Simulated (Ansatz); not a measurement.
Input file for Ansatz (a first-principles code): R-PBE/def2-TZVPP on ZnSe, 2S+1 = 1, a spin state set in the input, which need not be the lowest, a point of a bond scan (R = 2.187 Å).

Ansatz 0.2 input:
```yaml
crystal:
  periodic: [false, false, false]
  atoms:
    - {symbol: Zn, position_ang: [0.00000000, 0.00000000, 0.00000000]}
    - {symbol: Se, position_ang: [0.00000000, 0.00000000, 2.18711200]}
basis:
  gaussian:
    orbitals: def2-TZVPP
    pivot_positions_ang: [[0.00000000, 0.00000000, 0.00000000], [0.00000000, 0.00000000, 2.18711200]]
hamiltonian:
  xc: {name: PBE}
output: {forces: true, orbitals: {seedname: ./end}}
```

The log:

```
WARN ansatz: RAYON_NUM_THREADS=2 ignored (pool sized by the plan → 2); use --threads N
Functional definition: PBE
integrals: 0.04 GiB planned
886 factors; their error is unknown
mean field: 0.30 GiB planned
mean field evaluation 1: about -113744.6046 eV, gradient 6.2e1 eV
mean field evaluation 2: about -113631.1198 eV, gradient 2.0e2 eV
mean field evaluation 4: about -113737.9239 eV, gradient 5.0e1 eV
mean field evaluation 8: about -113751.9583 eV, gradient 7.5e-1 eV
mean field evaluation 16: about -113751.9251 eV, gradient 1.6e-4 eV
mean field evaluation 32: about -113751.5281 eV, gradient 6.2e0 eV
mean field -113751.92509273 eV, -4180.3061433337 hartree, gradient 2.8e-5 eV, S^2 0.000000; 3 other end points of the search recorded, 0 dependent functions left out
the calculation of the forces begins
reference -113751.92512240 eV, -4180.3061444241 hartree; 32, 32 occupied and 80, 80 virtual orbitals, 886 factors
Total energy: -113751.92512240 eV, -4180.3061444241 hartree
Atom 0 at     0.000000     0.000000     0.000000 Å, force    -0.000000    -0.000000    -0.018644 eV/Å
Atom 1 at     0.000000     0.000000     2.187112 Å, force     0.000000     0.000000     0.018644 eV/Å
Dipole moment:    -0.000000     0.000000    -0.939601 e Å
```

Self-consistency was reached.

Cost: around 2.4 core-seconds (rough).
